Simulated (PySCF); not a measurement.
Bonding in `FC(F)OC(=S)C(F)(F)F`

Compound: C₃HF₅OS.
SMILES with atom numbers: `[F:1][CH:2]([F:3])[O:4][C:5](=[S:6])[C:7]([F:8])([F:9])[F:10]` (hydrogens: H11 on C2)

Structure used (GFN2-xTB), in Å, numbered top down from 1:
```
atom  x, y, z in Å
F1     1.975    0.850    1.406
C2     1.696    0.253    0.253
F3     2.435    0.840   -0.697
O4     0.352    0.454    0.001
C5    -0.293   -0.397   -0.815
S6     0.318   -1.672   -1.580
C7    -1.763    0.021   -0.922
F8    -2.460   -0.826   -1.671
F9    -2.340    0.063    0.282
F10   -1.882    1.234   -1.465
H11    1.968   -0.818    0.303
```

Bond orders from the PBE0/pcSseg-1 density (PySCF). One conformer (not necessarily the lowest) at the GFN2-xTB geometry, without solvent, vibrations or thermal averaging.

(1) Where do the orders between heavy atoms depart from those drawn in the SMILES?

(2) Set the Mayer orders of the bonds between heavy atoms beside their lengths.

Answers

(1) The largest departure is 0.145, at C5–C7 (drawn single, 0.855). Drawn single, order below 0.88: C5–C7 (0.855).

(2) 
```tsv
bond	drawn as	length (Å)	Mayer order
F1–C2	single	1.328	1.040
C2–F3	single	1.340	1.013
C2–O4	single	1.382	0.919
O4–C5	single	1.343	1.070
C5–S6	double	1.607	1.892
C5–C7	single	1.532	0.855
C7–F8	single	1.328	1.046
C7–F9	single	1.336	1.021
C7–F10	single	1.334	1.022
```

By pair of heavy elements: C–F: lowest C2–F3 (1.013, 1.340 Å), highest C7–F8 (1.046, 1.328 Å). C–O: lowest C2–O4 (0.919, 1.382 Å), highest O4–C5 (1.070, 1.343 Å).

And the bonds to hydrogen?

C–H: 0.94 (1 bond).

Sum the orders of all bonds at each heavy atom with more than one neighbour and set the sums beside the valence in the SMILES.

C2 3.915 (drawn 4), O4 1.989 (drawn 2), C5 3.817 (drawn 4), C7 3.944 (drawn 4). Orders between atoms that aren't bonded are not in these sums.

For a closed shell the Mayer order of atoms A and B is Σ (PS)μν (PS)νμ over the basis functions μ on A and ν on B, with P the density and S the overlap matrix.
